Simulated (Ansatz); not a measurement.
Geometry optimisation, RKS PBE-D4/6-31G* in Ansatz.

Input:

```yaml
crystal:
  periodic: [false, false, false]
  atoms:
    - { symbol: "N", position_ang: [-1.9347, 1.2721, 1.1355] }
    - { symbol: Al, position_ang: [-0.6277, 0.0862, 1.6639] }
    - { symbol: Si, position_ang: [1.2469, -0.2161, 0.2944] }
    - { symbol: Si, position_ang: [0.6952, -0.8883, -1.7164] }
    - { symbol: Cl, position_ang: [-0.6073, 0.5551, -2.5871] }
    - { symbol: H, position_ang: [-1.5187, 2.2601, 0.9998] }
    - { symbol: H, position_ang: [-2.06462, 0.19063, 2.20793] }
    - { symbol: H, position_ang: [-0.7464, -0.7215, 3.014] }
    - { symbol: H, position_ang: [2.1636, -1.2131, 0.9522] }
    - { symbol: H, position_ang: [2.0047, 1.0577, 0.2048] }
    - { symbol: H, position_ang: [-0.1386, -2.1567, -1.5607] }
    - { symbol: H, position_ang: [1.8188, -1.1036, -2.5491] }
basis:
  gaussian: { orbitals: "6-31G*" }
hamiltonian:
  xc: pbe
  dispersion: d4
relax:
  f_tol: 0.02
  max_steps: 50
```

Run as:

```bash
$ ansatz run input.yaml --threads 2 --pin off --max-ram 3072MiB --backend cpu --events-out ev --progress --plain --runs-dir out
```

Problem. Where does it end, and by what steps?

Solution. The forces met the threshold. After 24 steps the energy has fallen by 5.092 eV; H6 moved furthest, 1.49 Å. Parted: Al2–H7 (1.54 → 2.52 Å). Joined: N1–H7 (1.53 → 1.02 Å).

```tsv
step	energy less start (eV)	largest force component (eV/Å)	accepted
0	0.0000	3.964	yes
1	-1.6842	3.800	yes
2	-3.0885	3.292	yes
3	-3.7544	3.918	yes
4	-4.2078	4.117	yes
5	-4.5929	2.158	yes
6	-4.7664	1.621	yes
7	-4.8862	1.012	yes
8	-4.9786	0.622	yes
9	-5.0215	0.314	yes
10	-5.0287	0.250	yes
11	-5.0345	0.433	yes
12	-5.0445	0.277	yes
13	-5.0507	0.126	yes
14	-5.0588	0.162	yes
15	-5.0640	0.292	yes
16	-5.0714	0.199	yes
17	-5.0813	0.076	yes
18	-5.0858	0.215	yes
19	-5.0869	0.229	yes
20	-5.0896	0.161	yes
21	-5.0908	0.048	yes
22	-5.0916	0.049	yes
23	-5.0920	0.053	yes
24	-5.0922	0.020	yes
```

```xyz
12
Properties=species:S:1:pos:R:3
N -1.844 0.779 1.243
Al -0.393 0.079 2.018
Si 1.465 -0.368 0.473
Si 0.615 -0.665 -1.694
Cl -0.632 0.968 -2.180
H -1.899 1.025 0.253
H -2.710 1.022 1.726
H -0.433 -0.224 3.591
H 2.244 -1.619 0.794
H 2.468 0.754 0.402
H -0.241 -1.895 -1.789
H 1.650 -0.731 -2.779
```

Whether the end is a true minimum wasn't checked by a vibrational analysis.

Time of the run: 48 s on 2 threads of Intel(R) Xeon(R) Platinum 8488C (Sapphire Rapids), on a shared host, peak memory 0.18 GiB.
